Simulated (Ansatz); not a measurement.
A nudged elastic band was laid between two geometries of CH5N + FH3Si (12 atoms, charge 0, multiplicity 1).

These are results of Ansatz 0.2.0, RKS B3LYP-D4/def2-SVP, not measurements.

```yaml
movable_images: 5
climbing_image: yes
spring: 5.0 eV/Å²
optimiser: quadratic models (default)
start_path: through a guess of the saddle point
force_threshold: 0.05 eV/Å
iteration_limit: 60
end_points: relaxed
```

First end point:

```xyz
12
Properties=species:S:1:pos:R:3
Si -1.645 0.717 0.288
F -0.705 0.659 1.634
H -0.999 1.395 -0.866
H -2.746 1.637 0.731
H -2.312 -0.573 -0.033
H 0.280 -1.590 0.421
N 0.352 -0.867 -0.296
C 1.632 -0.169 -0.194
H 0.256 -1.336 -1.198
H 1.688 0.319 0.790
H 1.678 0.624 -0.958
H 2.522 -0.815 -0.319
```

Last end point:

```xyz
12
Properties=species:S:1:pos:R:3
Si -1.333 0.543 -0.344
F -0.386 -1.175 2.172
H -1.431 1.344 -1.605
H -1.247 1.477 0.806
H -2.507 -0.363 -0.252
H -0.147 -1.081 1.249
N 0.112 -0.484 -0.301
C 1.442 0.128 -0.222
H 0.088 -1.256 -0.967
H 1.469 0.826 0.628
H 1.733 0.684 -1.133
H 2.206 -0.643 -0.033
```

(1) What changes between the two ends?

(2) What energy profile does the band end with?

(3) What is the geometry of the highest image?

(4) What are the harmonic wavenumbers there?

Answers

(1) Bonds broken: Si1–F2, H6–N7. Bonds formed: Si1–N7, F2–H6. CH5N + FH3Si becomes CH7NSi + FH.

(2) The forces met the threshold. The highest image is number 4 of 0 to 6, 27.8 kcal/mol above the first end and 12.7 kcal/mol above the last; the last end lies 15.2 kcal/mol above the first. A vibrational analysis at the climbing image gives one clearly imaginary mode, 658i cm⁻¹: a first-order saddle point. The orbitals stay closed-shell, which can raise the energy where a bond breaks towards radicals; this wasn't checked here.

```csv
image,path coordinate (Å),energy (kcal/mol),Si1–F2 (Å),H6–N7 (Å),Si1–N7 (Å)
0,0.00,0.0,1.64,1.02,2.62
1,0.90,1.0,1.65,1.02,2.57
2,1.80,9.3,1.67,1.02,2.34
3,2.71,13.8,1.71,1.02,2.09
4,3.61,27.8,2.14,1.20,1.88
5,4.29,16.7,2.77,1.61,1.79
6,4.97,15.2,3.19,1.68,1.77
```

(3) 
```xyz
12
Properties=species:S:1:pos:R:3
Si -1.320 0.433 -0.030
F -1.084 -0.811 1.693
H -1.179 1.170 -1.349
H -1.227 1.533 0.959
H -2.571 -0.341 -0.216
H -0.143 -0.992 0.929
N 0.242 -0.607 -0.143
C 1.529 0.095 -0.235
H 0.158 -1.324 -0.867
H 1.637 0.758 0.635
H 1.594 0.708 -1.149
H 2.364 -0.622 -0.225
```

(4) 658i, 97, 195, 234, 327, 495, 597, 612, 669, 721, 829, 978, 1016, 1041, 1067, 1103, 1163, 1339, 1448, 1474, 1484, 1524, 1876, 2085, 2246, 2276, 3034, 3117, 3137, 3508 cm⁻¹.

Run time: 2.6 min on 2 threads of Arm Neoverse V2, on a shared host, peak memory 0.21 GiB.
